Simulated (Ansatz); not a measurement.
`BC/C(C)=C\F` and `C/C(Cl)=C/F` differ in one atom or group.

Ansatz, PBE0-D4/def2-TZVP geometries, multiplicity 1. Each molecule was computed in one conformer, which needn't be the lowest.

```tsv
property	`BC/C(C)=C\F`
LUMO energy (B3LYP/def2-TZVPP) / eV	-1.09
HOMO energy (PBE/def2-TZVPP) / eV	-6.20
HOMO–LUMO gap (ωB97M-V/def2-TZVPP) / eV	10.57
LUMO energy (PBE/def2-TZVPP) / eV	-1.86
LUMO energy (PBE0/def2-TZVPP) / eV	-0.88
HOMO–LUMO gap (B3LYP/def2-TZVPP) / eV	6.02
```

Question: Give the same properties after the change, and the shifts. (Estimate.)

Answer: Computed: 
```
                               property  `C/C(Cl)=C/F`  shift
    LUMO energy (B3LYP/def2-TZVPP) / eV          -0.07   1.02
      HOMO energy (PBE/def2-TZVPP) / eV          -5.92   0.28
HOMO–LUMO gap (ωB97M-V/def2-TZVPP) / eV          11.68   1.11
      LUMO energy (PBE/def2-TZVPP) / eV          -0.80   1.06
     LUMO energy (PBE0/def2-TZVPP) / eV           0.19   1.07
  HOMO–LUMO gap (B3LYP/def2-TZVPP) / eV           6.87   0.85
```

With PBE0 the HOMO rises by 0.16 eV and the LUMO rises by 1.07 eV, so the gap widens by about 0.91 eV. PBE moves the HOMO by 0.28 eV and ωB97M-V by 0.13 eV.

B3LYP here is the variant with VWN-RPA as its local correlation; programs differ in this.
